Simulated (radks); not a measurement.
Values are calculated unless marked as measured or tabulated.
Task: The iodine anion I-, [Xe], held by a Watson sphere: a shell of charge +1 at radius R that stands for the Madelung well of a crystal (potential energy -1/R inside, -1/r outside, in hartree with lengths in bohr). Level of theory: scalar-relativistic Kohn-Sham, PBEsol, spin-polarised, spherical densities, point nucleus (a radial shooting solver on a logarithmic mesh with Libxc functionals). Response by self-consistent Sternheimer equations with the Hartree and adiabatic LDA kernel, the relativistic mass of each level held fixed and spin-orbit coupling left out. The sphere does not respond.

R (bohr)  e(4d) (eV)  e(5s) (eV)  e(5p) (eV)  <r> 5p (bohr)  sum of <r^2> (bohr^2)  X-ray form factor at sin(theta)/lambda = 0.1 1/angstrom  alpha (bohr^3)
2.74         -49.309     -17.438      -7.420          2.505                  69.95                                                   49.684           38.08
3.36         -48.781     -16.670      -6.787          2.570                  72.60                                                   49.583           44.53
3.71         -48.485     -16.277      -6.423          2.598                  73.81                                                   49.542           48.31
4.55         -47.782     -15.445      -5.604          2.644                  75.96                                                   49.478           56.91
4.65         -47.701     -15.355      -5.514          2.648                  76.16                                                   49.474           57.86

Estimate the row for R = 5.75 bohr.

Result: e(4d) (eV) -46.895; e(5s) (eV) -14.497; e(5p) (eV) -4.648; <r> 5p (bohr) 2.677; sum of <r^2> (bohr^2) 77.68; X-ray form factor at sin(theta)/lambda = 0.1 1/angstrom 49.440; alpha (bohr^3) 66.75.
